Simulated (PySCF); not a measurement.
## Interval between two levels of Ir³⁺ by level of theory

Ir³⁺ [Xe] 4f14 5d6 [5D4, M_J = 4] → Ir³⁺ [Xe] 4f14 5d5 6s1 [7S3, M_J = 3], as a difference of total energies. Computed with PySCF 2.14 in x2c-TZVPall-2c, with the two-component X2C-1e Hamiltonian. Correlated levels: [Kr] 4d10 4f14 frozen; the 34 highest virtual spinors dropped. "Screened" scales the spin-orbit matrix elements by Boettger's factors to mimic the two-electron term; Breit and QED terms are absent.

```csv
method,interval between two levels (cm⁻¹)
GHF (screened spin-orbit),29716
GMP2 (screened spin-orbit),29852
```

The labels give the starting determinants; with spin-orbit coupling the two ends relaxed to ⟨J²⟩ = 20.04, ⟨L²⟩ = 6.87, ⟨S²⟩ = 5.70 and ⟨J²⟩ = 12.01, ⟨L²⟩ = 0.32, ⟨S²⟩ = 11.68.
